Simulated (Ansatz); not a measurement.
Mulliken charges of C$_{3}$H$_{5}$ClSi (`C#C[SiH](C)Cl`) from PBE/def2-TZVPP in Ansatz (PBE0-D4/def2-TZVP geometry).

```json
{"atom": "C1", "x (Å)": "0.047", "y (Å)": "1.004", "z (Å)": "2.417", "charge (e)": "-0.011"}
{"atom": "C2", "x (Å)": "-0.048", "y (Å)": "0.822", "z (Å)": "1.228", "charge (e)": "-0.330"}
{"atom": "Si3", "x (Å)": "-0.162", "y (Å)": "0.524", "z (Å)": "-0.565", "charge (e)": "0.453"}
{"atom": "C4", "x (Å)": "0.309", "y (Å)": "-1.221", "z (Å)": "-0.970", "charge (e)": "-0.368"}
{"atom": "Cl5", "x (Å)": "-2.103", "y (Å)": "0.870", "z (Å)": "-1.154", "charge (e)": "-0.229"}
{"atom": "H6", "x (Å)": "0.127", "y (Å)": "1.169", "z (Å)": "3.467", "charge (e)": "0.207"}
{"atom": "H7", "x (Å)": "0.689", "y (Å)": "1.513", "z (Å)": "-1.264", "charge (e)": "-0.067"}
{"atom": "H8", "x (Å)": "0.228", "y (Å)": "-1.398", "z (Å)": "-2.045", "charge (e)": "0.115"}
{"atom": "H9", "x (Å)": "-0.345", "y (Å)": "-1.923", "z (Å)": "-0.450", "charge (e)": "0.117"}
{"atom": "H10", "x (Å)": "1.340", "y (Å)": "-1.411", "z (Å)": "-0.661", "charge (e)": "0.113"}
```

Question: By hand: the dipole of these point charges (1 e Å = 4.8032 D).

Answer: Σ q r = (0.427, -0.199, 0.373) e Å, of length 0.601 e Å = 2.89 D.

Question: How does the dipole of the full density compare? (Estimate.)

Answer: Ansatz gave: (0.285, -0.201, 0.152) e Å, 1.83 D; the point charges give 1.58 times that, at 17° from its direction.

Point charges leave out the atoms' own dipoles, such as those of lone pairs, and Mulliken's split depends on the basis, so the two needn't agree.
